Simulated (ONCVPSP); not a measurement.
## What one change does to a pseudopotential (osmium, ONCV)

osmium, optimised norm-conserving Vanderbilt (ONCV), made with ONCVPSP 4.0.1 (PBE, scalar-relativistic). Core [Kr] 4d10 4f14, reference 5s2 5p6 5d6 6s2. Waves: 5s+6s: rc 1.90 bohr, ncon 5, nbas 10, qcut 8.2 1/bohr, 2 projectors; 5p: rc 1.85 bohr, ncon 5, nbas 8, qcut 6.5 1/bohr, local; 5d: rc 2.30 bohr, ncon 4, nbas 8, qcut 5.7 1/bohr, 2 projectors, debl 2.8 Ha. Local part: the p channel. Core correction: none.

Change: p: nbas 9.

Cutoffs: the cutoffs (Ha) at which the residual kinetic energy of the hardest occupied pseudo-wave falls to 1 and 0.1 mHa per electron; they do not see the model core or the augmentation charge, which bear on the density cutoff. Errors are all-electron minus pseudo energies relative to the spin-unpolarised reference configuration.

How do hardness, ghosts and transferability respond?

The potential gets neither clearly harder nor softer (22 Ha and 26 Ha → 22 Ha and 26 Ha); the bound ghost in s disappears; the errors of the 4 common tests hardly move.

| quantity | base | changed |
| --- | --- | --- |
| cutoff, loose | 22 Ha | 22 Ha |
| cutoff, tight | 26 Ha | 26 Ha |
| loose cutoff by channel | s 22 Ha, p 12 Ha, d 13 Ha | s 22 Ha, p 12 Ha, d 13 Ha |
| bound ghosts | s | none |
| GHOST(+) flags under 300 eV | none | none |
| error for 5s2 5p6 5d6 6s1, meV [ΔE 9.58 eV] | -2.7 | -2.8 |
| error for 5s2 5p6 5d6 6s0, meV [ΔE 26.49 eV] | -6.5 | -6.7 |
| error for 5s2 5p6 5d5 6s0, meV [ΔE 55.34 eV] | -7.9 | -7.9 |
| error for 5s2 5p6 5d5 6s2 6p1, meV [ΔE 6.10 eV] | +272 | +302 |
| s: phases at 1.92 bohr within 0.05 rad from the reference energy up to (Ha; the scan ends near 5) | to the end of the scan | to the end of the scan |
| p: phases at 1.88 bohr within 0.05 rad from the reference energy up to (Ha; the scan ends near 5) | -0.2 | -0.3 |
| d: phases at 2.33 bohr within 0.05 rad from the reference energy up to (Ha; the scan ends near 5) | to the end of the scan | to the end of the scan |

 A true bound ghost makes a file unfit for plane-wave use even where its test errors are small: the radial tests pick states by their node count and pass the ghost by.
